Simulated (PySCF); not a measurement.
(E)-2-chloro-1-fluoroprop-1-ene (C3H4ClF), SMILES C/C(Cl)=C\F.

Geometry: PBE0-D3(BJ)/def2-SVP.

These are PySCF with PBE0/def2-TZVP values and carry that method's errors.

Estimate the frontier levels, gap, dipole moment and polarisability. (Estimate from the structure and the level; the computed values follow.)


```json
{
 "highest_occupied_level": "-7.10 eV",
 "lowest_empty_level": "0.07 eV",
 "orbital_gap": "7.17 eV",
 "dipole_moment": "0.51 D",
 "quadrupole, principal values (traceless, Buckingham form, about the centre of nuclear charge)": "-5.15, -0.75, 5.90 D·Å",
 "mean_static_polarisability": "49.1 bohr³ (7.27 Å³)",
 "polarisability_principal_values": "34.3, 51.3, 61.6 bohr³"
}
```
